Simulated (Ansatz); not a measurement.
Two isomers of C2H8AlFSi: A = `C[CH2][Al]([F])[SiH3]`, B = `CC[SiH](F)[AlH2]`.

Computed with Ansatz on PBE0-D4/def2-TZVP structures; ΔE is electronic, products minus reactants. CCSD(T)/CBS is the MP2 limit (def2-TZVPP, def2-QZVPP) plus CCSD(T) − MP2 in def2-TZVPP, frozen cores. DFT in def2-TZVPP. One conformer a species, not always the lowest.

Question: Which isomer does CCSD(T)/CBS put lower? Give the gap. (An estimate is asked.)

Answer: Ansatz gave: A, by 75.5 kJ/mol.

Question: Give E(B) − E(A) in kJ/mol with HF/def2-TZVPP, r2SCAN-D4, PBE-D4, PBE0-D4, MP2/def2-TZVPP, CCSD/def2-TZVPP, B2PLYP. (Best estimate.)

Answer: Ansatz gave: HF/def2-TZVPP 62.6, r2SCAN-D4 78.1, PBE-D4 77.9, PBE0-D4 74.9, MP2/def2-TZVPP 78.1, CCSD/def2-TZVPP 74.9, B2PLYP 77.3. None reverses the order clearly.

Largest T1 diagnostic: 0.012.

In def2-TZVPP, CCSD(T) changes the Hartree–Fock value by +13.9 kJ/mol (the triples alone add +1.6 kJ/mol) and MP2 by +15.5 kJ/mol. From PBE to PBE0 (25 % exact exchange), in def2-TZVPP and without D4, E(B) − E(A) moves by −3.4 kJ/mol.
